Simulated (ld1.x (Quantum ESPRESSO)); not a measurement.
## Si (Z = 14): one change to a TM potential, before and after

Si (Z = 14), norm-conserving Troullier–Martins (Kleinman–Bylander form), made with ld1.x (Quantum ESPRESSO) 7.5 (LDA (PZ), scalar-relativistic). Core [Ne], reference 3s2 3p2. Waves: 3s (bound): rc 1.85 bohr; 3p (bound): rc 2.40 bohr; 3d channel at 0.25 Ry: rc 2.60 bohr. Local part: all-electron potential smoothed inside 1.75 bohr (lloc = -2). Core correction: Bessel-smoothed model core inside 1.15 bohr.

All-electron outer shells of the reference configuration (LDA (PZ), scalar-relativistic, ld1.x):

| shell | level (eV) | outermost node (bohr) | outermost maximum (bohr) |
| --- | --- | --- | --- |
| 2s | -138.73 | 0.15 | 0.45 |
| 2p | -95.60 | – | 0.39 |
| 3s | -10.88 | 0.72 | 1.77 |
| 3p | -4.17 | 0.72 | 2.14 |

Change: wave 3p (bound): rc 2.40 bohr becomes 3p (bound): rc 3.48 bohr.

Cutoffs: the cutoffs (Ry, on a coarse ladder) from which the occupation-weighted sum of valence levels, in a spherical-Bessel basis at the reference potential, stays within 10 and 1 mRy of its value at 400 Ry; they do not see the model core or the augmentation charge, which bear on the density cutoff. Errors are all-electron minus pseudo energies relative to the spin-unpolarised reference configuration.

How do hardness, ghosts and transferability respond?

The potential gets neither clearly harder nor softer (15 Ry and 35 Ry → 15 Ry and 35 Ry); of the 9 tests that both files solve, the error grows in 0 and shrinks in 4 by more than 15 % and 0.3 meV (median size 3.6 → 2.6 meV); neither file shows a bound ghost. That the errors move this way runs against the usual rule that smaller radii transfer better.

| quantity | base | changed |
| --- | --- | --- |
| cutoff, loose | 15 Ry | 15 Ry |
| cutoff, tight | 35 Ry | 35 Ry |
| bound ghosts | none | none |
| error for 3s2 3p1, meV [ΔE 7.83 eV] | +2.7 | +2.6 |
| error for 3s2 3p0, meV [ΔE 23.94 eV] | +19 | +17 |
| error for 3s1 3p0, meV [ΔE 58.09 eV] | +58 | +51 |
| error for 3s0 3p4, meV [ΔE 13.78 eV] | -3.6 | +0.4 |
| error for 3s2 3p1.5, meV [ΔE 2.96 eV] | +0.4 | +0.4 |
| error for 3s1 3p3, meV [ΔE 6.81 eV] | -0.8 | +0.1 |
| error for 3s2 3p2.3, meV [ΔE -0.96 eV] | +0.1 | +0.1 |
| error for 3s2 3p2 (spin-polarised), meV [ΔE -0.61 eV] | +4.5 | +3.1 |
| error for 3s2 3p1 (spin-polarised), meV [ΔE 7.62 eV] | +4.3 | +3.6 |
